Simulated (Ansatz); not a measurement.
A CCSD(T) single point on CH6FN3Si (`C=N[Si](N)(N)F`).

```yaml
crystal:
  periodic: [false, false, false]
  atoms:
    - {symbol: C, position_ang: [-0.261780, -1.917754, 1.150583]}
    - {symbol: N, position_ang: [-0.700620, -0.832213, 0.691769]}
    - {symbol: Si, position_ang: [0.240567, 0.311885, -0.212986]}
    - {symbol: N, position_ang: [0.040837, 1.779703, 0.596064]}
    - {symbol: N, position_ang: [-0.180935, 0.491399, -1.844216]}
    - {symbol: F, position_ang: [1.754298, -0.225751, -0.277469]}
    - {symbol: H, position_ang: [0.779485, -2.257609, 1.042718]}
    - {symbol: H, position_ang: [-0.927068, -2.596720, 1.698720]}
    - {symbol: H, position_ang: [0.466397, 2.633033, 0.278685]}
    - {symbol: H, position_ang: [-0.245983, 1.816152, 1.558543]}
    - {symbol: H, position_ang: [0.186163, -0.130422, -2.544491]}
    - {symbol: H, position_ang: [-1.074461, 0.872998, -2.103919]}
basis:
  gaussian: {orbitals: def2-TZVPP}
correlation: {method: ccsd_t}
```

```sh
$ ansatz run in.yaml --threads 4 --pin off --events-out ev --progress --plain --max-ram 10444MiB
```

The program prints (abridged):

```
Functional definition: HF
1678 factors; integrals over basis functions are off by at most 1.2e-3 eV
mean field evaluation 1: about -16140.6620 eV, gradient 5.5e1 eV
mean field evaluation 2: about -16140.9332 eV, gradient 5.6e1 eV
mean field evaluation 4: about -16146.7581 eV, gradient 4.2e0 eV
mean field evaluation 8: about -16146.8347 eV, gradient 3.8e-1 eV
mean field evaluation 16: about -16146.8358 eV, gradient 2.5e-6 eV
mean field -16146.83577089 eV, -593.3852698617 hartree, gradient 2.5e-6 eV, S^2 0.000000; 0 other end points of the search recorded, 0 dependent functions left out
10 core orbitals not correlated: weight in the atoms' cores, before any rotation towards them, 1.000 or more for the frozen orbitals, at most 0.000 for the correlated occupied ones
reference -16146.83577089 eV, -593.3852698617 hartree; 18, 18 occupied and 253, 253 virtual orbitals, 1678 factors
second order -31.18945101 eV of doubles, -0.00000000 eV of singles
cycle   1  -31.21456055 eV  change   -2.5e-2 eV  update   1.1e-1
cycle   2  -31.88578043 eV  change   -6.7e-1 eV  update   3.2e-2
cycle   3  -32.03962284 eV  change   -1.5e-1 eV  update   1.6e-2
cycle   4  -32.02422634 eV  change    1.5e-2 eV  update   4.1e-3
cycle   5  -32.02333661 eV  change    8.9e-4 eV  update   1.9e-3
cycle   6  -32.02458741 eV  change   -1.3e-3 eV  update   5.8e-4
cycle   7  -32.02443161 eV  change    1.6e-4 eV  update   2.6e-4
cycle   8  -32.02427300 eV  change    1.6e-4 eV  update   8.1e-5
cycle   9  -32.02429411 eV  change   -2.1e-5 eV  update   3.6e-5
perturbative correction -1.23209977 eV, -0.0452788315 hartree
Total energy: -16180.09216477 eV, -594.6074197949 hartree
```

Run time 2.9 min (4 threads of an Intel Xeon on a shared host); peak host memory 8.5 GiB.

The correlation energy is -33.256 eV, 3.7 % of it from (T); the T1 diagnostic reads 0.0115.
